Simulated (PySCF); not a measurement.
AlClH₄O₂SSi, SMILES Cl[SiH2][S][Al]([OH])[OH]. Atoms are numbered in the order given.

```xyz
10

Si     1.8220    -0.3534     0.2944
Cl     0.8269     0.1428    -1.5546
S      0.3176    -0.1170     1.7213
Al    -1.1414     0.1292     0.0200
O     -1.8981     1.6333    -0.2164
O     -1.9432    -1.2999    -0.4273
H      2.3227    -1.7344     0.0762
H      2.9504     0.6097     0.3820
H     -1.6129     2.4673     0.1575
H     -2.7397    -1.2980    -0.9606
```

Coordinates come from a PBE0-D3(BJ)/def2-SVP optimisation. The structure was generated by enumeration; whether it is a known compound was not checked. The values are those of a single conformer.

Vertical ionisation energy (IE) and electron affinity (EA) in eV. Rows of orbital energies are one-electron estimates. Where ΔSCF, EOM or ADC give a negative EA the extra electron is unbound and the value depends on the basis.

| level | IE | EA |
|---|---|---|
| −ε(HOMO), −ε(LUMO), HF/def2-TZVP (PySCF) | 10.51 | -2.44 |
| −ε(HOMO), −ε(LUMO), PBE/def2-TZVP (PySCF) | 6.52 | 1.76 |
